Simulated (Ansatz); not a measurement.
Cartesian coordinates in Å:
```
N 0.9440 1.1446 0.5420
C 0.5309 0.0244 -0.2533
O 1.3553 -1.0605 0.1383
Ge -1.3816 -0.3933 0.1216
H 0.3197 1.9325 0.4382
H 1.8826 1.4380 0.2954
H 0.6530 0.1809 -1.3406
H 1.3256 -1.7252 -0.5547
H -1.7816 -1.6087 -0.7375
H -1.5563 -0.7274 1.6081
H -2.2915 0.7945 -0.2575
```

The species carries charge 0 and has multiplicity 1.

(1) List the r2SCAN/def2-TZVPP orbital energies in eV (the Gaussian-basis code of Ansatz). (Estimate.)

Results:

(1) The calculation gave: Occupied: -10833.86, -1348.99, -1199.04, -1199.03, -1199.03, -515.94, -385.08, -275.24, -167.16, -116.86, -116.84, -116.83, -30.16, -30.15, -30.14, -30.08, -30.07, -27.23, -23.15, -16.78, -14.37, -13.22, -12.48, -11.46, -9.73, -8.83, -8.48, -8.40, -6.73, -5.62. Lowest empty: 0.20, 0.90, 1.08, 1.11, 1.71, 2.03, 2.79, 3.35.
